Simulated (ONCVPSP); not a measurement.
# Hg: variants of one ONCV potential

Base potential:

* Element: Hg (Z = 80)
* Generator: ONCVPSP 4.0.1
* Type: optimised norm-conserving Vanderbilt (ONCV)
* Functional: PBE
* Relativity: scalar-relativistic
* Frozen core: [Kr] 4d10 4f14 5s2
* Valence charge: 18
* Reference configuration: 5p6 5d10 6s1 (charge +1)
* Partial waves: 6s: rc 1.95 bohr, ncon 4, nbas 8, qcut 2.8 1/bohr, 2 projectors, debl 0.3 Ha; 5p: rc 1.55 bohr, ncon 5, nbas 9, qcut 9.6 1/bohr, 3 projectors, debl 3.9 Ha; 5d: rc 2.15 bohr, ncon 3, nbas 8, qcut 7 1/bohr, 2 projectors, debl 2.3 Ha
* Local potential: polynomial inside 1.05 bohr (lpopt 4, dvloc0 0 Ha)
* Core correction: none

In the s channel the program set the typed energies aside and used -0.541, 0.250 Ha.

Cutoffs, loose and tight: the cutoffs (Ha) at which the residual kinetic energy of the hardest occupied pseudo-wave falls to 1 and 0.1 mHa per electron. They do not see the model core or the augmentation charge, which bear on the density cutoff. Test errors are all-electron minus pseudo excitation energies from the reference, over the configurations 5p6 5d10 6s2; 5p6 5d10 6s0; 5p6 5d9 6s0; 5p6 5d8 6s0. A dash means not determined; rows that change the core or the reference have their own tests.

A true bound ghost makes a file unfit for plane-wave use even where its test errors are small: the radial tests pick states by their node count and pass the ghost by.

```tsv
change	outcome	cutoff, loose	cutoff, tight	bound ghosts	GHOST(+) flags above zero	largest test error (meV)
base	generated, projector energies reset by the program	34 Ha	40 Ha	s	s	+84
reference 5p6 5d10 6s2	generated	34 Ha	40 Ha	s	s	-41
d: qcut 7.2	generated, projector energies reset by the program	34 Ha	40 Ha	s	s	+74
p: nproj 1	generated, projector energies reset by the program	34 Ha	40 Ha	s	s	+86
d: qcut 4.4	generated, projector energies reset by the program	52 Ha	92 Ha	s	s, d	+400
functional LDA (Perdew-Zunger)	generated, projector energies reset by the program	34 Ha	40 Ha	s	s	+95
p: nbas 8	generated, projector energies reset by the program	35 Ha	41 Ha	s	s	+84
```
